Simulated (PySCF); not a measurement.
CH₉NSi₂.
Cartesian coordinates in Å at the PBE0-D3(BJ)/def2-SVP level; atoms count from 1:
```xyz
13
CH9NSi2 angstrom
C      2.215    0.045   -0.775
Si     0.605   -0.778   -0.234
Si    -1.253    0.587   -0.664
N     -2.624   -0.092    0.163
H      2.346    1.014   -0.268
H      3.080   -0.591   -0.532
H      2.216    0.224   -1.861
H      0.648   -1.058    1.241
H      0.439   -2.096   -0.926
H     -1.577    0.618   -2.126
H     -0.889    2.003   -0.295
H     -2.529   -0.328    1.144
H     -3.547    0.289   -0.018
```

Computed with delta-SCF UKS SCAN, pcX-2 on the ionised atom, pcseg-1 elsewhere, spin-free X2C in PySCF. Each 1s hole has a ground state of its own, since the core basis sits on the ionised atom alone.

| ionised atom | basis functions | E(ground) (Eh) | binding energy (eV) |
| --- | --- | --- | --- |
| C1 | 140 | -678.41499 | 290.193 |
| N4 | 140 | -678.42795 | 404.575 |
| Si2 | 151 | -678.46673 | 1845.828 |
| Si3 | 151 | -678.47046 | 1846.254 |

**Question.** Fill in the total energy of each core-ionised state.

**Answer.** With binding energy = E(ionised) − E(ground) and 27.2114 eV a hartree:

```
atom  binding energy (Eh)  E(ionised) (Eh)
  C1              10.6644        -667.7506
  N4              14.8679        -663.5601
 Si2              67.8329        -610.6338
 Si3              67.8486        -610.6219
```

**Question.** How much do the ground-state energies differ, and what would follow from using one of them for all holes?

**Answer.** They run from -678.4705 Eh (core basis on Si3) to -678.4150 Eh (on C1), 0.0555 Eh or 1.51 eV apart, for one and the same state in different bases and grids. Pairing the ion of C1 with the ground state of Si3 would put its binding energy 1.51 eV too high.

Lowest listed Si 1s: Si2, bonded to C, 2 H and Si. Highest, 0.42 eV above it: Si3, bonded to N, 2 H and Si. Summing the Pauling electronegativity differences to the bonded atoms, each weighted by its formal bond order, gives +1.25 for the lowest site and +1.74 for the highest.

Only 1s holes are shown. One conformer (not necessarily the lowest) at the PBE0-D3(BJ)/def2-SVP geometry, without solvent, vibrations or thermal averaging.

Hardware: an Arm Neoverse V2 with one thread, no GPU, on a shared host. Cost: 41 s of wall time.
